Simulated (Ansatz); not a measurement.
Consider the ligand exchange at the Al–C bond: `C[NH][Al]([CH3])[Cl]` + HCl → `C[NH][Al]([Cl])[Cl]` + CH₄.

Program: Ansatz. Geometries: PBE0-D4/def2-TZVP. ΔE: electronic, gas phase. CCSD(T)/CBS adds triple-zeta CCSD(T) − MP2 to the extrapolated MP2 energy (def2 sets, frozen cores). This one scheme is used for every species. DFT in def2-TZVPP. One conformer a species, not always the lowest.

CCSD(T)/CBS gives -38.8 kcal/mol.

Question: Another level gave -35.6 kcal/mol. Which?
A. r2SCAN0/def2-TZVPP
B. revPBE-D4/def2-TZVPP
C. LC-ωPBE/def2-TZVPP
D. LDA (SPW92)/def2-TZVPP

Answer: D. LDA (SPW92) -35.6, r2SCAN0 -39.9, LC-ωPBE -38.2, revPBE-D4 -37.1 kcal/mol.

Largest T1 diagnostic among the species: 0.010.

From BLYP to BHLYP (50 % exact exchange), in def2-TZVPP and without D4, ΔE moves by −2.4 kcal/mol. In def2-TZVPP, CCSD(T) changes the Hartree–Fock value by +4.3 kcal/mol (the triples alone add +0.3 kcal/mol) and MP2 by +3.1 kcal/mol.
